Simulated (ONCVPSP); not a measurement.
## LDA (Perdew-Zunger) ONCV dataset for platinum (Pt), scalar-relativistic all-electron reference.

Input for ONCVPSP 4.0.1:

```
# ATOM AND REFERENCE CONFIGURATION
# atsym  z   nc   nv     iexc    psfile
  Pt 78.00   10    4        3      upf
#
#   n    l    f
    1    0    2.00
    2    0    2.00
    2    1    6.00
    3    0    2.00
    3    1    6.00
    3    2   10.00
    4    0    2.00
    4    1    6.00
    4    2   10.00
    4    3   14.00
    5    0    2.00
    5    1    6.00
    5    2    9.00
    6    0    1.00
#
# PSEUDOPOTENTIAL AND OPTIMIZATION
# lmax
    2
#
#   l,   rc,      ep,       ncon, nbas, qcut
    0    1.80    0.00    4    9    8.30
    1    1.45    0.00    5    9    8.60
    2    1.35    0.00    4    7    6.10
#
# LOCAL POTENTIAL
# lloc, lpopt,  rc(5),   dvloc0
    4    5    0.95    6.00
#
# VANDERBILT-KLEINMAN-BYLANDER PROJECTORs
# l, nproj, debl
    0    2    3.20
    1    2    2.40
    2    2    0.30
#
# MODEL CORE CHARGE
# icmod, fcfact, rcfact
    1    0.75    0.00
#
# LOG DERIVATIVE ANALYSIS
# epsh1, epsh2, depsh
   -5.00    5.00    0.04
#
# OUTPUT GRID
# rlmax, drl
    6.00    0.01
#
# TEST CONFIGURATIONS
# ncnf
    4
# nvcnf
#   n    l    f
    4
    5    0    2.00
    5    1    6.00
    5    2    9.00
    6    0    0.00
#
    4
    5    0    2.00
    5    1    6.00
    5    2    8.00
    6    0    0.00
#
    4
    5    0    2.00
    5    1    6.00
    5    2    7.00
    6    0    0.00
#
    4
    5    0    2.00
    5    1    5.00
    5    2    9.00
    6    0    1.00
#
```

Command:

```bash
oncvpsp.x < Pt.dat > Pt.out
```

Resulting log (shortened: citation, most of the input echo, consistency checks and plot data are left out):

```
ONCVPSP  (Optimized Norm-Conservinng Vanderbilt PSeudopotential)
scalar-relativistic version 4.0.1

#   n    l    f        energy (Ha)
    1    0    2.00    -2.8802531E+03
    2    0    2.00    -5.0603090E+02
    2    1    6.00    -4.3867907E+02
    3    0    2.00    -1.1885038E+02
    3    1    6.00    -9.9241691E+01
    3    2   10.00    -7.7953630E+01
    4    0    2.00    -2.5515374E+01
    4    1    6.00    -1.9083372E+01
    4    2   10.00    -1.1274340E+01
    4    3   14.00    -2.5913376E+00
    5    0    2.00    -3.7559368E+00
    5    1    6.00    -2.0685032E+00
    5    2    9.00    -2.3435647E-01
    6    0    1.00    -2.1937338E-01

Reference configufation results
  iterations    27
  all-electron total energy (Ha)   -1.84032445D+04

Begin loop to  construct optimized pseudo wave functions
and semi-local pseudopoentials for all angular momenta

Calculating optimized projector #   1

 for l=   0

    Fraction of norm inside rc  0.987626
    Optimizing pswf for qcut=   8.29 a_B^-1,  ecut=  34.36 Ha
    Residual kinetic energy error=  2.82D-08 Ha

    Energy error per electron        Cutoff
         Ha          eV             Ha
         0.01000     0.27211       14.30
         0.00100     0.02721       20.21
         0.00010     0.00272       24.64
         0.00001     0.00027       27.97

Calculating optimized projector #   2

 for l=   0

    Fraction of norm inside rc  0.123298
    Optimizing pswf for qcut=   8.29 a_B^-1,  ecut=  34.36 Ha
    Residual kinetic energy error=  1.20D-07 Ha

    Energy error per electron        Cutoff
         Ha          eV             Ha
         0.01000     0.27211       11.30
         0.00100     0.02721       19.54
         0.00010     0.00272       24.80
         0.00001     0.00027       28.52

   Wellstate for l =  1  n =  6
     eigenvalue =   0.3315
     asymptotic potential =   0.8315
     half-point radius =  3.1923

Calculating optimized projector #   1

 for l=   1

    Fraction of norm inside rc  0.836182
    Optimizing pswf for qcut=   8.59 a_B^-1,  ecut=  36.87 Ha
    Residual kinetic energy error=  1.63D-04 Ha

    Energy error per electron        Cutoff
         Ha          eV             Ha
         0.01000     0.27211       24.11
         0.00100     0.02721       31.55
         0.00010     0.00272       47.87
         0.00001     0.00027      119.88

Calculating optimized projector #   2

 for l=   1

    Fraction of norm inside rc  0.069444
    Optimizing pswf for qcut=   8.59 a_B^-1,  ecut=  36.87 Ha
    Residual kinetic energy error=  6.36D-05 Ha

    Energy error per electron        Cutoff
         Ha          eV             Ha
         0.01000     0.27211       16.40
         0.00100     0.02721       28.98
         0.00010     0.00272       35.58
         0.00001     0.00027       59.96

   Wellstate for l =  2  n =  6
     eigenvalue =   0.0656
     asymptotic potential =   0.5656
     half-point radius = 26.1367

Calculating optimized projector #   1

 for l=   2

    Fraction of norm inside rc  0.378067
    Optimizing pswf for qcut=   6.11 a_B^-1,  ecut=  18.66 Ha
    Residual kinetic energy error=  9.08D-04 Ha

    Energy error per electron        Cutoff
         Ha          eV             Ha
         0.01000     0.27211       14.48
         0.00100     0.02721       18.68
         0.00010     0.00272       30.19
         0.00001     0.00027       54.70

Calculating optimized projector #   2

 for l=   2

    Fraction of norm inside rc  0.005610
    Optimizing pswf for qcut=   6.11 a_B^-1,  ecut=  18.66 Ha
    Residual kinetic energy error=  1.66D-05 Ha

    Energy error per electron        Cutoff
         Ha          eV             Ha
         0.01000     0.27211        5.17
         0.00100     0.02721       10.89
         0.00010     0.00272       15.57
         0.00001     0.00027       19.60

Construct Vanderbilt / Kleinmman-Bylander projectors

B matrix Hermiticity error, ll=   0
   1   2    5.8374E-04

  Orthonormal projector coefficients  1.4594E+01  2.3181E+00

B matrix Hermiticity error, ll=   1
   1   2    4.2017E-04

  Orthonormal projector coefficients  1.3155E+01  2.0744E+00

B matrix Hermiticity error, ll=   2
   1   2    7.4298E-06

  Orthonormal projector coefficients  6.0901E+00  7.4759E-01

Model core correction analysis
  based on d2Exc/dn_idn_j

d2excae - all-electron derivatives

   -2.643421D-02   -2.314749D-02   -1.160502D-02   -1.501804D-03
   -2.314731D-02   -2.256142D-02   -1.356396D-02   -1.726612D-03
   -1.160459D-02   -1.356373D-02   -1.114200D-02   -1.962178D-03
   -1.501759D-03   -1.726777D-03   -1.962647D-03   -7.127530D-04

d2excps - pseudofunction derivatives with no core correction

   -5.241050D-02   -3.350665D-02   -1.446206D-02   -3.515210D-03
   -3.350815D-02   -3.086842D-02   -1.677025D-02   -2.390360D-03
   -1.446273D-02   -1.677089D-02   -1.254673D-02   -2.151411D-03
   -3.515907D-03   -2.390402D-03   -2.151203D-03   -8.756327D-04

rms 2nd derivative error    7.930927E-03

Polynomial model core charge

d2excps - pseudofunction derivatives with core correction

   -2.233011D-02   -2.064536D-02   -1.075734D-02   -1.354403D-03
   -2.064508D-02   -2.274937D-02   -1.397433D-02   -1.594911D-03
   -1.075686D-02   -1.397411D-02   -1.141190D-02   -1.933992D-03
   -1.354348D-03   -1.595075D-03   -1.934466D-03   -7.054553D-04

rms 2nd derivative error    1.399272E-03

Pseudoatom total energy -121.438984

Diagnostic tests using Vanderbilt-Kleinman-Bylander pseudopotentials
  1 or more projectors used as specified by nproj input data

   l    rcore       rmatch      e in        delta e   norm test  slope test

   0   1.8090016   1.8639268  -3.7559368   0.0000031   1.0002772   1.0002481
   0   1.8090016   1.8639268  -0.2193734   0.0000017   1.0000352   1.0000275

   1   1.4585175   1.5028013  -2.0685032  -0.0000073   1.0002031   1.0002194
   1   1.4585175   1.5028013   0.3314968   0.0000264   1.0004983   1.0004983

   2   1.3574876   1.3987039  -0.2343565   0.0000109   1.0001067   1.0001434
   2   1.3574876   1.3987039   0.0656435   0.0000192   1.0002638   1.0002638

 Testing for bound ghosts
   n   l    E NL Schr. Eq   E Basis Diag.   E Cutoff

   1   0       -3.755934       -3.755927    107.65
   2   0       -0.219372       -0.196136    107.65

   2   1       -2.068510       -2.068490    186.20

   3   2       -0.234346       -0.217598    139.54

 Testing for highly-localized positive-energy ghosts
       l    <radius>/rc     E Basis Diag.   E Cutoff

       0        0.548438        3.063802    107.65  WARNING - GHOST(+)

Test configuration 0

   n   l     f        eae           eps        diff
   1   0  2.0000-2880.25309382
   2   0  2.0000 -506.03089912
   2   1  6.0000 -438.67907073
   3   0  2.0000 -118.85038257
   3   1  6.0000  -99.24169132
   3   2 10.0000  -77.95363010
   4   0  2.0000  -25.51537439
   4   1  6.0000  -19.08337182
   4   2 10.0000  -11.27434043
   4   3 14.0000   -2.59133756
   5   0  2.0000   -3.75593678   -3.75593366    3.11D-06
   5   1  6.0000   -2.06850318   -2.06851043   -7.25D-06
   5   2  9.0000   -0.23435647   -0.23434553    1.09D-05
   6   0  1.0000   -0.21937338   -0.21937167    1.71D-06

    Total energies and differences
      AE_ref= -1.84032445D+04  AE_tst= -1.84032445D+04  dif=  0.00D+00
      PS_ref= -1.21438984D+02  PS_tst= -1.21438984D+02  dif= -5.68D-14
      PSP excitation error=  5.68D-14

Test configuration 1

   n   l     f        eae           eps        diff
   1   0  2.0000-2880.55820937
   2   0  2.0000 -506.33322968
   2   1  6.0000 -438.98147542
   3   0  2.0000 -119.15345520
   3   1  6.0000  -99.54476581
   3   2 10.0000  -78.25642896
   4   0  2.0000  -25.81885776
   4   1  6.0000  -19.38685566
   4   2 10.0000  -11.57775181
   4   3 14.0000   -2.89485369
   5   0  2.0000   -4.06080406   -4.06277272   -1.97D-03
   5   1  6.0000   -2.37491081   -2.37531497   -4.04D-04
   5   2  9.0000   -0.53632348   -0.53627421    4.93D-05

    Total energies and differences
      AE_ref= -1.84032445D+04  AE_tst= -1.84028937D+04  dif=  3.51D-01
      PS_ref= -1.21438984D+02  PS_tst= -1.21088013D+02  dif=  3.51D-01
      PSP excitation error= -2.13D-04

Test configuration 2

   n   l     f        eae           eps        diff
   1   0  2.0000-2881.03042101
   2   0  2.0000 -506.80677486
   2   1  6.0000 -439.45497777
   3   0  2.0000 -119.62588279
   3   1  6.0000 -100.01718939
   3   2 10.0000  -78.72910717
   4   0  2.0000  -26.29081306
   4   1  6.0000  -19.85878592
   4   2 10.0000  -12.04967665
   4   3 14.0000   -3.36634299
   5   0  2.0000   -4.52758466   -4.52971413   -2.13D-03
   5   1  6.0000   -2.83544022   -2.83600456   -5.64D-04
   5   2  8.0000   -0.96184541   -0.96189270   -4.73D-05

    Total energies and differences
      AE_ref= -1.84032445D+04  AE_tst= -1.84021492D+04  dif=  1.10D+00
      PS_ref= -1.21438984D+02  PS_tst= -1.20343419D+02  dif=  1.10D+00
      PSP excitation error= -3.02D-04

Test configuration 3

   n   l     f        eae           eps        diff
   1   0  2.0000-2881.56655709
   2   0  2.0000 -507.34469505
   2   1  6.0000 -439.99288513
   3   0  2.0000 -120.16119235
   3   1  6.0000 -100.55249498
   3   2 10.0000  -79.26492150
   4   0  2.0000  -26.82470862
   4   1  6.0000  -20.39256700
   4   2 10.0000  -12.58335714
   4   3 14.0000   -3.89909062
   5   0  2.0000   -5.05114427   -5.05413517   -2.99D-03
   5   1  6.0000   -3.34954679   -3.35056556   -1.02D-03
   5   2  7.0000   -1.43543888   -1.43573428   -2.95D-04

    Total energies and differences
      AE_ref= -1.84032445D+04  AE_tst= -1.84009545D+04  dif=  2.29D+00
      PS_ref= -1.21438984D+02  PS_tst= -1.19148222D+02  dif=  2.29D+00
      PSP excitation error= -7.17D-04

Test configuration 4

   n   l     f        eae           eps        diff
   1   0  2.0000-2880.80680941
   2   0  2.0000 -506.56143904
   2   1  6.0000 -439.21153121
   3   0  2.0000 -119.37469382
   3   1  6.0000  -99.76622069
   3   2 10.0000  -78.47741462
   4   0  2.0000  -26.03845459
   4   1  6.0000  -19.60628221
   4   2 10.0000  -11.79627794
   4   3 14.0000   -3.10987373
   5   0  2.0000   -4.24449955   -4.25454259   -1.00D-02
   5   1  5.0000   -2.53991146   -2.54250766   -2.60D-03
   5   2  9.0000   -0.64910310   -0.64912861   -2.55D-05
   6   0  1.0000   -0.53388608   -0.53430618   -4.20D-04

    Total energies and differences
      AE_ref= -1.84032445D+04  AE_tst= -1.84009499D+04  dif=  2.29D+00
      PS_ref= -1.21438984D+02  PS_tst= -1.19140542D+02  dif=  2.30D+00
      PSP excitation error= -3.86D-03
```

The run took about 4.4 s on one core of a shared server CPU.
